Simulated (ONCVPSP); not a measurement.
**Cutoff test, Ge (Z = 32), ONCV**

ONCVPSP 4.0.1 input, shortened (lines: element, Z, core and valence counts, functional; n l f; lmax; l rc ep ncon nbas qcut; lloc lpopt rc5 dvloc0; l nproj debl; icmod fcfact rcfact), LDA (Perdew-Zunger), scalar-relativistic:

```
  Ge 32.00    6    2        3      upf
    1    0    2.00
    2    0    2.00
    2    1    6.00
    3    0    2.00
    3    1    6.00
    3    2   10.00
    4    0    2.00
    4    1    1.50
    1
    0    1.65    0.00    5    9    4.20
    1    2.05    0.00    3    6    3.90
    4    5    1.40    6.00
    0    2    2.30
    1    2    0.60
    4    0.55    0.00
```

**Question.** For each optimised wave give the share of its norm inside rc, the residual kinetic energy above qcut (Ha) and the cutoffs (Ha) for errors of 10, 1, 0.1 and 0.01 mHa per electron.

**Answer.**

```tsv
wave	norm inside rc	residual KE	10 mHa	1 mHa	0.1 mHa	0.01 mHa
4s	0.321	8.2e-04	6.0	8.8	19.5	51.6
s projector 2	0.095	4.3e-03	7.4	51.7	101.8	114.7
4p	0.309	2.0e-04	1.9	4.7	11.9	27.9
p projector 2	0.178	2.8e-04	2.3	5.5	9.7	33.1
```

The occupied waves need 8.8 Ha and 20 Ha for 1 and 0.1 mHa.
